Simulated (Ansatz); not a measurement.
Calculated with Ansatz (gas phase, PBE0-D4/def2-TZVP geometries, no zero-point term in ΔE). CCSD(T)/CBS adds triple-zeta CCSD(T) − MP2 to the extrapolated MP2 energy (def2 sets, frozen cores). DFT in def2-TZVPP. B3LYP here is the variant with VWN-RPA as its local correlation; programs differ in this. Elements past krypton have def2 core potentials. For Cd outer-core shells are correlated without core-valence functions, which leaves a few kJ/mol of doubt a bond. One conformer a species, not always the lowest.

Consider the redistribution: `[F][Cd][O][SiH3]` + `CO[SiH](F)OC` → `CO[SiH](F)O[SiH3]` + `C[O][Cd][F]`.

(1) Is it downhill or uphill in electronic energy at CCSD(T)/CBS, and by how much? (Estimate.)

(2) What do these levels give: ωB97M-V, B3LYP, MP2/def2-TZVPP, CCSD/def2-TZVPP, CCSD(T)/def2-TZVPP, MP2/def2-QZVPP? (Best estimate.)

Largest T1 diagnostic among the species: 0.018.

## Answers

(1) The calculation gave: Uphill: ΔE = +2.4 kcal/mol.

(2) The calculation gave: ωB97M-V 2.9, B3LYP 1.5, MP2/def2-TZVPP 3.0, CCSD/def2-TZVPP 2.9, CCSD(T)/def2-TZVPP 2.8, MP2/def2-QZVPP 2.7 kcal/mol.

From PBE to PBE0 (25 % exact exchange), in def2-TZVPP and without D4, ΔE moves by +1.0 kcal/mol.
